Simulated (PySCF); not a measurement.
# Diatomic cations of Sn with the alkali metals

r²SCAN with double-zeta basis sets in PySCF, for the lowest determinant that a PBE0 search found; no spin–orbit coupling. De refers to high-spin ground-configuration atoms (the charge goes to the atom of lower measured ionisation energy or higher electron affinity, which is not always the lowest computed limit). A positive dipole points towards Sn; it is taken about the centre of mass and depends on that origin.

| M | basis | charged atom | state (unpaired electrons) | Re (Å) | ωe (cm⁻¹) | De (eV) | μ (D) |
| --- | --- | --- | --- | --- | --- | --- | --- |
| Li | def2-SVP | Li+ | triplet (σ ↑, π ↑) | 3.050 | 202 | 0.74 | -9.90 |
| K | def2-SVP | K+ | triplet (σ ↑, π ↑) | 3.945 | 64.4 | 0.32 | -11.77 |
| Cs | def2-SVPD | Cs+ | triplet (σ ↑, π ↑) | 4.317 | 39.0 | 0.25 | -7.32 |

Q: The row for M = Na is missing. Estimate Re, ωe and De as the mean of the rows for Li and K, and compare with the calculation.

A: The means are 3.497 Å, 133 cm⁻¹ and 0.53 eV. r²SCAN in def2-SVP gives NaSn⁺ as a triplet (σ ↑, π ↑) with Re = 3.437 Å, ωe = 104 cm⁻¹, De = 0.56 eV, so the estimate is off by +6.1 pm, +28 % and -0.03 eV.

The rows differ in basis set, which adds steps of its own.

Weak bonds: CsSn⁺, KSn⁺. Basis-set superposition, not corrected here, can be much of De in a small basis, most of all at correlated wavefunction levels. These are scalar-relativistic numbers at best; spin–orbit coupling would shift them, the dissociation energy most. For an ion De counts to the pair picked by the measured ionisation energies or electron affinities, which need not be the lowest pair at this level. States were picked by a PBE0 search and need not be the measured ground states.
